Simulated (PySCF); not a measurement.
Computed shifts of a molecule C2H3BF2O, PBE/pcSseg-1 run with PySCF, GIAO, gas phase, equivalent atoms averaged, in ppm (number of nuclei): ¹³C: 174.3 (1), 116.0 (1). ¹⁹F: -126.7 (1), -134.7 (1). ¹H: 5.84 (2), 5.68 (1). References: ¹³C against TMS (σ = 182.0 ppm); ¹⁹F against CFCl3 (σ = 133.6 ppm); ¹¹B against BF3 (σ = 83.9 ppm); ¹⁷O against H2O (σ = 334.3 ppm); ¹H against TMS (σ = 31.49 ppm), references at their B3LYP-D3(BJ)/def2-TZVP geometries, non-relativistic. Geometry: B3LYP-D3(BJ)/def2-SVP. One conformer was computed; it need not be the lowest.

Question: Which structure fits?
A. CC(=O)B(F)F
B. O=CCB(F)F
C. C=C(F)B(O)F
D. C=COB(F)F

Answer: C, C=C(F)B(O)F
